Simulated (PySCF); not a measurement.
Two-component Hartree-Fock for Pd¹⁶⁺ (palladium, charge +16)

Start: [Ar] 3d10 4s2. Calculated with PySCF 2.14 in an even-tempered Gaussian basis (18 s from 0.84 bohr⁻², ratio 2.8; 13 p from 1.1 bohr⁻², ratio 2.8; 9 d from 1.9 bohr⁻², ratio 2.8; 4 f from 5.4 bohr⁻², ratio 3): generalised Hartree-Fock with the X2C-1e Hamiltonian and a Gaussian nucleus; spin-orbit coupling (SO) screened by Boettger's factors.

```json
{"spinor shell": "1s1/2", "electrons": "2", "ε, screened SO (eV)": "-24885.5", "weight of nominal j (screened SO)": "1.000", "rms radius, screened SO (bohr)": "0.0365"}
{"spinor shell": "2s1/2", "electrons": "2", "ε, screened SO (eV)": "-4060.3", "weight of nominal j (screened SO)": "1.000", "rms radius, screened SO (bohr)": "0.150"}
{"spinor shell": "2p1/2", "electrons": "2", "ε, screened SO (eV)": "-3786.6", "weight of nominal j (screened SO)": "1.000", "rms radius, screened SO (bohr)": "0.130"}
{"spinor shell": "2p3/2", "electrons": "4", "ε, screened SO (eV)": "-3624.9", "weight of nominal j (screened SO)": "1.000", "rms radius, screened SO (bohr)": "0.135"}
{"spinor shell": "3s1/2", "electrons": "2", "ε, screened SO (eV)": "-1080.2", "weight of nominal j (screened SO)": "1.000", "rms radius, screened SO (bohr)": "0.400"}
{"spinor shell": "3p1/2", "electrons": "2", "ε, screened SO (eV)": "-969.94", "weight of nominal j (screened SO)": "1.000", "rms radius, screened SO (bohr)": "0.395"}
{"spinor shell": "3p3/2", "electrons": "4", "ε, screened SO (eV)": "-940.11", "weight of nominal j (screened SO)": "1.000", "rms radius, screened SO (bohr)": "0.405"}
{"spinor shell": "3d3/2", "electrons": "4", "ε, screened SO (eV)": "-749.73", "weight of nominal j (screened SO)": "1.000", "rms radius, screened SO (bohr)": "0.379"}
{"spinor shell": "3d5/2", "electrons": "6", "ε, screened SO (eV)": "-743.83", "weight of nominal j (screened SO)": "1.000", "rms radius, screened SO (bohr)": "0.382"}
{"spinor shell": "4s1/2", "electrons": "2", "ε, screened SO (eV)": "-426.29", "weight of nominal j (screened SO)": "1.000", "rms radius, screened SO (bohr)": "0.889"}
```

```
   quantity  screened SO
E (hartree)  -4948.18662
        M_J            0
       ⟨J²⟩        0.000
       ⟨L²⟩        0.008
       ⟨S²⟩        0.008
```

Breit and QED terms are absent; they matter most for the inner s and p1/2 levels.

Densities and radii are taken from the X2C orbitals without a picture-change correction, which distorts them close to the nucleus.
